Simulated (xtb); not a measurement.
CH3Te, SMILES [Te]C (connectivity only; charge and spin as stated), charge +1, multiplicity 1. All values are semi-empirical tight-binding results from xtb (GFN2-xTB unless named), good for trends rather than for accurate numbers. Geometry: GFN2-xTB. The spin state was assumed, not searched. The isomer is the one that the SMILES or the coordinates give; other isomers of the formula were not compared.

Optimised geometry:

```xyz
5

C     -1.7878    -0.0685     0.0509
Te     0.3302     0.0112    -0.0060
H     -2.1257    -0.8159    -0.6931
H     -2.1754    -0.2539     1.0617
H     -2.1422     0.8983    -0.3615
```
Charge +1, spin multiplicity 1.

A frequency run showed that this geometry is not a minimum.

Computed properties:
```yaml
point_group_as_xtb_finds_it: Cs
orbital_gap: 0.45 eV
static polarisability (D4 model): 48.6 bohr³
solvation energy, GFN2-xTB/ALPB(water): -63.3 kcal/mol
solvation energy, GFN2-xTB/ALPB(hexane): -36.8 kcal/mol
```

Give the atomic charges and the Wiberg bond orders between heavy atoms. (The exact figures need the calculation; the answer reports its results.)

charges (e) C1 -0.09, Te2 0.36, H3 0.25, H4 0.22, H5 0.26. Bond orders C1–Te2 1.40.
